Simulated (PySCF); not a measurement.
# C₆ coefficients of unlike pairs at UHF

Calculated with PySCF 2.14 from the dipole response of each species, C₆(A,B) = (3/π) ∫ α_A(iu) α_B(iu) du, in atomic units, from isotropic polarisabilities. For ions this is the dispersion term alone; charge-induced terms of lower order in 1/R come first.

| species | configuration | basis | relativity | α (bohr³) | C₆ (like pair) |
| --- | --- | --- | --- | --- | --- |
| Ga⁺ | [Ar] 3d10 4s2 (1S) | aug-cc-pVTZ-PP with one added diffuse shell each of s, d, f type with ECP10MDF (7s5p5d3f) | core potential | 21.14 | 109.9 |
| B³⁺ | 1s2 (1S) | aug-cc-pCVTZ-DK (7s6p4d2f) | spin-free X2C | 0.01840 | 0.002349 |
| Pt⁺ | [Xe] 4f14 5d9 (2D) | def2-QZVPPD with the def2 core potential (60 electrons) (7s5p4d4f2g) | core potential | 14.59 | 107.7 |
| As⁺ | [Ar] 3d10 4s2 4p2 (3P) | aug-cc-pVQZ-DK (8s7p5d3f2g) | spin-free X2C | 16.88 | 103.0 |

Estimate C₆ for B³⁺ with Ga⁺.

The integral gives 0.2033. The combination rule 2 C_A C_B / (C_A α_B/α_A + C_B α_A/α_B) gives 0.1847 and the geometric mean 0.5081.

No spin-orbit coupling is included.

The other pairs:

| pair | C₆ |
| --- | --- |
| As⁺, Pt⁺ | 102.6 |
| Pt⁺, B³⁺ | 0.2996 |
| As⁺, Ga⁺ | 104.7 |
| Pt⁺, Ga⁺ | 101.0 |
| As⁺, B³⁺ | 0.2319 |
